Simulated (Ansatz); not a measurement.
Abstraction of H: SnH3Br + SiH(OH)(SiH3) → SnH2Br + SiH2(OH)(SiH3)

Species: SnH3Br `[Br][SnH3]`, singlet; SiH(OH)(SiH3), doublet; SnH2Br `[Br][SnH2]`, doublet; SiH2(OH)(SiH3) (disilanol), singlet. A radical takes H: the energy is the difference in strength between the Sn–H bond broken and the Si–H bond made.

Shapes, held fixed at every level: PBE0-D4/def2-TZVP. Flexible molecules stand in one conformer, not always the lowest. Programs: Ansatz 0.2.0. The zero-point and thermal change to 298 K, harmonic and unscaled (PBE0-D4/def2-TZVP), is +2.0 kJ/mol.

```tsv
level	kind	ΔH(298 K) (kJ/mol)	less CCSD(T)/def2-TZVPP
MP2/def2-SVP	perturbation theory	-62.8	-3.4
MP2/def2-TZVPP	perturbation theory	-60.7	-1.3
HF/def2-SVP	Hartree–Fock	-65.7	-6.3
wB97X-V/def2-TZVPP	range-separated hybrid	-59.9	-0.5
B2PLYP/def2-TZVPP	double hybrid	-64.6	-5.2
CCSD(T)/def2-SVP	coupled cluster or CI	-62.2	-2.8
CCSD/def2-SVP	coupled cluster or CI	-62.6	-3.2
CCSD(T)/def2-TZVPP	coupled cluster or CI	-59.4	0.0
```

The highest level, CCSD(T)/def2-TZVPP, gives ΔH(298 K) = -59.4 kJ/mol; the levels span -65.7 to -59.4. The column of differences is taken from that level and isn't an error. No measured value is set beside it here. Open shells run unrestricted. For atoms past krypton def2 sets carry core potentials with scalar relativity. Relativity is left out for Br. Outer-core shells of Br, Sn are correlated in most correlated rows, in sets that cover them unevenly.
